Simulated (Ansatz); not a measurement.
Reaction (cleavage of the B–Si bond): `B[SiH2][CH]1[NH][AlH]1` + `CCN[SiH3]` → `BN([SiH3])CC` + `[SiH3][CH]1[NH][AlH]1`

Gas-phase electronic energies from Ansatz, PBE0-D4/def2-TZVP geometries. CCSD(T)/CBS adds triple-zeta CCSD(T) − MP2 to the extrapolated MP2 energy (def2 sets, frozen cores). Functionals use def2-TZVPP. One conformer a species, not always the lowest.

(1) Is it downhill or uphill in electronic energy at CCSD(T)/CBS, and by how much? (Estimate.)

(2) What do these levels give: B2PLYP, PBE, PBE0, HF/def2-TZVPP, HF/def2-QZVPP, CCSD/CBS(def2)? (Best estimate.)

Largest T1 diagnostic among the species: 0.015.

Answers

(1) Ansatz gave: Downhill: ΔE = -1.80 eV.

(2) The calculation gave: B2PLYP -1.81, PBE -1.68, PBE0 -1.70, HF/def2-TZVPP -1.73, HF/def2-QZVPP -1.73, CCSD/CBS(def2) -1.78 eV.

In def2-TZVPP, CCSD(T) changes the Hartree–Fock value by −0.10 eV (the triples alone add −0.03 eV) and MP2 by −0.17 eV. The D4 term adds −0.05 eV with B3LYP and −0.03 eV with PBE0; it sums over pairs of atoms, weighted by their polarisabilities, and B3LYP, whose exchange is more repulsive, gets the larger term.

B3LYP here is the variant with VWN-RPA as its local correlation; programs differ in this.
